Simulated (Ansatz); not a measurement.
Geometry optimisation, RKS PBE-D4/def2-SVP (Ansatz 0.2.0).

Input:

```yaml
crystal:
  periodic: [false, false, false]
  atoms:
    - { symbol: Mo, position_ang: [-0.130361, -0.129409, -0.047787] }
    - { symbol: Cl, position_ang: [-0.1351, -0.209664, 2.260242] }
    - { symbol: F, position_ang: [1.682755, -0.408912, -0.228816] }
    - { symbol: F, position_ang: [-0.335979, 1.695334, -0.193504] }
    - { symbol: F, position_ang: [-1.982399, -0.194493, -0.033151] }
    - { symbol: F, position_ang: [-0.269957, -1.979012, -0.078211] }
    - { symbol: F, position_ang: [-0.203155, -0.172433, -1.899678] }
    - { symbol: O, position_ang: [1.853345, 1.805676, 1.269657] }
    - { symbol: H, position_ang: [2.679071, 1.311458, 1.451196] }
    - { symbol: H, position_ang: [1.41948, 1.836154, 2.158852] }
basis:
  gaussian: { orbitals: def2-SVP }
hamiltonian:
  xc: pbe
  dispersion: d4
relax:
  f_tol: 0.03
  max_steps: 50
```

Launched with:

```bash
$ ansatz run input.yaml --threads 4 --pin off --max-ram 5120MiB --backend cpu --events-out ev --progress --plain --runs-dir out
```

Where does it end, and by what steps?

The forces met the threshold. After 32 steps the energy has fallen by 0.221 eV; H10 moved furthest, 1.57 Å.

| step | energy less start (eV) | largest force component (eV/Å) | accepted |
| --- | --- | --- | --- |
| 0 | 0.0000 | 0.609 | yes |
| 2 | -0.1028 | 0.539 | yes |
| 4 | -0.1361 | 0.247 | yes |
| 6 | -0.1439 | 0.527 | yes |
| 8 | -0.1627 | 0.053 | yes |
| 10 | -0.1603 | 0.529 | no |
| 12 | -0.1682 | 0.321 | yes |
| 14 | -0.1733 | 0.149 | yes |
| 16 | -0.1791 | 0.354 | yes |
| 18 | -0.1817 | 0.325 | yes |
| 20 | -0.1920 | 0.323 | yes |
| 22 | -0.2008 | 0.433 | yes |
| 24 | -0.2106 | 0.167 | yes |
| 26 | -0.2150 | 0.377 | yes |
| 28 | -0.2193 | 0.036 | yes |
| 30 | -0.2205 | 0.070 | yes |
| 32 | -0.2210 | 0.012 | yes |

```xyz
10
Properties=species:S:1:pos:R:3
Mo -0.385 -0.093 -0.195
Cl -0.580 0.656 1.941
F 1.379 0.525 -0.269
F -0.958 1.533 -0.854
F -2.114 -0.744 -0.227
F 0.243 -1.724 0.410
F -0.179 -0.700 -1.937
O 2.213 1.668 2.143
H 2.390 1.618 1.183
H 2.568 0.817 2.463
```

Whether the end is a true minimum wasn't checked by a vibrational analysis.

The run took 86 s on 4 threads of Arm Neoverse V1, on a shared host, peak memory 0.22 GiB.
